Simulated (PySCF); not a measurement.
Precursor series W Cl-F. Gas-phase values, no solvent.

Computed with PBE-D3(BJ)/def2-TZVP // r2SCAN-D4/def2-SVP (PySCF). All candidates: neutral, multiplicity 1. 

HOMO: -10.65 eV
dipole moment: 0.00 D
HOMO–LUMO gap: 5.39 eV

Q: Name which member has these values.
(A) [W(Cl)3(F)3]
(B) [W(F)6]
(C) [W(Cl)(F)5]
(D) [W(Cl)6]

A: B, [W(F)6]. The others give [W(Cl)3(F)3]: -8.43 eV, 1.31 D, 2.93 eV; [W(Cl)6]: -7.84 eV, 0.00 D, 2.13 eV; [W(Cl)(F)5]: -9.09 eV, 0.83 D, 3.65 eV
